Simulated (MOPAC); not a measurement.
MOPAC input (PM3):

```
PM3 PRECISE GNORM=0.05 LET XYZ CHARGE=-1 GEO-OK AUX(PRECISION=9) THREADS=1
H2BOSe

B    -0.61983400 1    0.53918700 1   -0.87908400 1
H    -1.31278900 1    0.15274200 1   -1.78949900 1
O    -0.51638800 1    1.93167300 1   -0.84082800 1
H     0.05269700 1    2.13584900 1   -0.08487300 1
Se    0.24971700 1   -0.60111500 1    0.38224700 1
```

Output:

```
 *******************************************************************************
 **                                                                           **
 **                              MOPAC v23.2.5                                **
 **                                                                           **
 *******************************************************************************
 ** MOPAC's Digital Object Identifier: https://doi.org/10.5281/zenodo.6511958 **
 **                                                                           **
 ** Please cite the open-source release paper for use of this MOPAC version:  **
 ** J. E. Moussa and J. J. P. Stewart (2026)                                  **
 ** MOPAC: An open-source semiempirical molecular orbital program             **
 ** J. Open Source Softw., 11(119), 8025, https://doi.org/10.21105/joss.08025 **
 *******************************************************************************

                              PM3 CALCULATION RESULTS

 *******************************************************************************
 *  PM3        - The PM3 Hamiltonian to be used
 *  GEO-OK     - OVERRIDE INTERATOMIC DISTANCE AND OTHER SAFETY CHECKS
 *
 *
 *
 *                 CHARGE ON SYSTEM = -1
 *
 *
 *
 *  LET        - OVERRIDE SOME SAFETY CHECKS
 *  PRECISE    - TIGHTER CRITERIA TO BE USED
 *  XYZ        - CARTESIAN COORDINATE SYSTEM TO BE USED
 *  GNORM      - EXIT WHEN GRADIENT NORM DROPS BELOW 0.050
 *  AUX        - OUTPUT AUXILIARY INFORMATION
 *******************************************************************************
PM3 PRECISE GNORM=0.05 LET XYZ CHARGE=-1 GEO-OK AUX(PRECISION=9) THREADS=1
 H2BOSe

   ATOM   CHEMICAL          X               Y               Z
  NUMBER   SYMBOL      (ANGSTROMS)     (ANGSTROMS)     (ANGSTROMS)

     1       B         -0.61983400  *   0.53918700  *  -0.87908400  *
     2       H         -1.31278900  *   0.15274200  *  -1.78949900  *
     3       O         -0.51638800  *   1.93167300  *  -0.84082800  *
     4       H          0.05269700  *   2.13584900  *  -0.08487300  *
     5      Se          0.24971700  *  -0.60111500  *   0.38224700  *

          CARTESIAN COORDINATES

    NO.       ATOM           X           Y           Z

     1         B         -0.6198      0.5392     -0.8791
     2         H         -1.3128      0.1527     -1.7895
     3         O         -0.5164      1.9317     -0.8408
     4         H          0.0527      2.1358     -0.0849
     5        Se          0.2497     -0.6011      0.3822

  H: (PM3): J. J. P. STEWART, J. COMP. CHEM. 10, 209 (1989).
  B: (PM3): J. J. P. STEWART, J. MOL. MOD., 10, 155-164 (2004)
  O: (PM3): J. J. P. STEWART, J. COMP. CHEM. 10, 209 (1989).
 Se: (PM3): J. J. P. STEWART, J. COMP. CHEM. 12, 320-341 (1991).

           Empirical Formula: H2 O B Se  =     5 atoms

      MOLECULAR POINT GROUP   :   Cs

      RHF CALCULATION, NO. OF DOUBLY OCCUPIED LEVELS = 9

          Geometry optimization using EF

          DIAGONAL MATRIX USED AS START HESSIAN

 CYCLE:     1  GRAD.:    75.378 HEAT: -118.6074
 CYCLE:     2  GRAD.:   179.467 HEAT: -117.8808
 CYCLE:     3  GRAD.:   209.664 HEAT: -108.3431
 CYCLE:     4  GRAD.:   154.043 HEAT: -114.2946
 CYCLE:     5  GRAD.:   119.303 HEAT: -119.1212
 CYCLE:     6  GRAD.:    28.312 HEAT: -123.2484
 CYCLE:     7  GRAD.:    29.680 HEAT: -123.3194
 CYCLE:     8  GRAD.:    31.204 HEAT: -123.2170
 CYCLE:     9  GRAD.:    28.997 HEAT: -123.4032
 CYCLE:    10  GRAD.:     8.425 HEAT: -123.5883
 CYCLE:    11  GRAD.:     1.304 HEAT: -123.6098
 CYCLE:    12  GRAD.:     0.670 HEAT: -123.6117
 CYCLE:    13  GRAD.:     0.659 HEAT: -123.6132
 CYCLE:    14  GRAD.:     0.313 HEAT: -123.6139
 CYCLE:    15  GRAD.:     0.105 HEAT: -123.6139
 CYCLE:    16  GRAD.:     0.011 HEAT: -123.6140

     GRADIENT =  0.01145 IS LESS THAN CUTOFF =  0.05000

 -------------------------------------------------------------------------------
 PM3 PRECISE GNORM=0.05 LET XYZ CHARGE=-1 GEO-OK AUX(PRECISION=9) THREADS=1
 H2BOSe

     GEOMETRY OPTIMISED USING EIGENVECTOR FOLLOWING (EF).
     SCF FIELD WAS ACHIEVED

                              PM3 CALCULATION
                                                       MOPAC v23.2.5 Linux

          FINAL HEAT OF FORMATION =       -123.61396 KCAL/MOL =    -517.20081 KJ/MOL

          COSMO AREA              =         92.58 SQUARE ANGSTROMS
          COSMO VOLUME            =         76.63 CUBIC ANGSTROMS

          GRADIENT NORM           =          0.01145          =       0.00512 PER ATOM
          IONIZATION POTENTIAL    =          3.205507 EV
          HOMO LUMO ENERGIES (EV) =         -3.206  6.251
          NO. OF FILLED LEVELS    =          9
          MOLECULAR WEIGHT        =        107.7852         POINT GROUP:  Cs

          MOLECULAR DIMENSIONS (Angstroms)

            Atom       Atom       Distance
            H     4    H     2     2.86859
           Se     5    O     3     2.71162
            B     1    O     3     0.00000

          SCF CALCULATIONS        =         17

   ATOM   CHEMICAL          X               Y               Z
  NUMBER   SYMBOL      (ANGSTROMS)     (ANGSTROMS)     (ANGSTROMS)

     1       B         -0.59104991  *   0.49361516  *  -0.83675858  *
     2       H         -1.25377592  *   0.18651831  *  -1.71203050  *
     3       O         -0.50440826  *   1.87229392  *  -0.82025568  *
     4       H          0.03935342  *   2.18104533  *  -0.10625574  *
     5      Se          0.22851435  *  -0.56644659  *   0.35098926  *

                             CARTESIAN COORDINATES

   1    B       -0.591049908     0.493615156    -0.836758575
   2    H       -1.253775925     0.186518311    -1.712030496
   3    O       -0.504408263     1.872293924    -0.820255681
   4    H        0.039353418     2.181045328    -0.106255737
   5   Se        0.228514352    -0.566446588     0.350989260

           Empirical Formula: H2 O B Se  =     5 atoms

      MOLECULAR POINT GROUP   :   Cs

                  EIGENVALUES
 -33.28195 -17.15300 -14.10224 -10.01233  -9.31458  -8.79227  -4.68774  -3.83185
  -3.20551   6.25100   6.30946   8.74431   9.51748  10.67741

              NET ATOMIC CHARGES AND DIPOLE CONTRIBUTIONS

  ATOM NO.   TYPE          CHARGE      No. of ELECS.   s-Pop       p-Pop
    1          B          -0.267498        3.2675     1.00877     2.25873
    2          H           0.007657        0.9923     0.99234
    3          O          -0.249997        6.2500     1.72286     4.52714
    4          H           0.165598        0.8344     0.83440
    5         Se          -0.655760        6.6558     1.87317     4.78259
 DIPOLE           X         Y         Z       TOTAL
 POINT-CHG.     0.736     0.329     0.972     1.263
 HYBRID        -0.365     1.248    -0.586     1.426
 SUM            0.371     1.577     0.387     1.666

          ATOMIC ORBITAL ELECTRON POPULATIONS

     Atom    s        px        py        pz
    1  B   1.00877   0.67976   0.75606   0.82291
    2  H   0.99234
    3  O   1.72286   1.59458   1.43965   1.49290
    4  H   0.83440
    5 Se   1.87317   1.62657   1.67501   1.48101

 **********************
 *                    *
 * JOB ENDED NORMALLY *
 *                    *
 **********************

 == MOPAC DONE ==
```

The dipole moment of an ion depends on the origin.

The geometry given is a B3LYP-D3(BJ)/def2-TZVP minimum.
